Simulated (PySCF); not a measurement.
C3F5O, multiplicity 2. Atoms are numbered in the order given.

```xyz
9

O      1.9216    -0.2745     0.0000
C      0.6857    -0.2240     0.0000
C     -0.1264    -1.4060     0.0000
F      0.3927    -2.6031     0.0000
F     -1.4386    -1.4042     0.0000
C     -0.0846     1.1250     0.0000
F      0.7766     2.1430     0.0000
F     -0.8776     1.2225     1.0929
F     -0.8776     1.2225    -1.0929
```
Charge 0, spin multiplicity 2.

Geometry optimised at PBE-D3(BJ)/def2-SVP. The isomer is the one that the SMILES or the coordinates give; other isomers of the formula were not compared. Other conformers were not sampled.

Computed with M06-2X/def2-TZVP (PySCF).

Atomic charges (e):

| atom | meta-Löwdin | Mulliken | Mulliken spin |
|---|---|---|---|
| O1 | -0.37 | -0.26 | 0.38 |
| C2 | … | 0.06 | -0.05 |
| C3 | … | 0.39 | 0.60 |
| F4 | -0.19 | -0.10 | 0.04 |
| F5 | -0.20 | -0.11 | 0.04 |
| C6 | 0.78 | 0.51 | -0.01 |
| F7 | … | -0.14 | 0.00 |
| F8 | … | -0.17 | 0.00 |
| F9 | … | -0.17 | 0.00 |

Task: Some entries are withheld; supply them. (Estimate from the structure and the level; the computed values follow.)

Result: 
- C2, meta-Löwdin: 0.22
- C3, meta-Löwdin: 0.57
- F7, meta-Löwdin: -0.25
- F8, meta-Löwdin: -0.28
- F9, meta-Löwdin: -0.28

Computed Mayer and Wiberg (Löwdin basis) orders of the bonds:
| bond | Mayer | Wiberg |
|---|---|---|
| O1–C2 | 1.87 | 2.51 |
| C2–C3 | 1.32 | 1.44 |
| C3–F4 | 1.20 | 1.90 |
| C3–F5 | 1.18 | 1.88 |
| C2–C6 | 0.96 | 1.02 |
| C6–F7 | 1.16 | 1.79 |
| C6–F8 | 1.10 | 1.73 |
| C6–F9 | 1.10 | 1.73 |
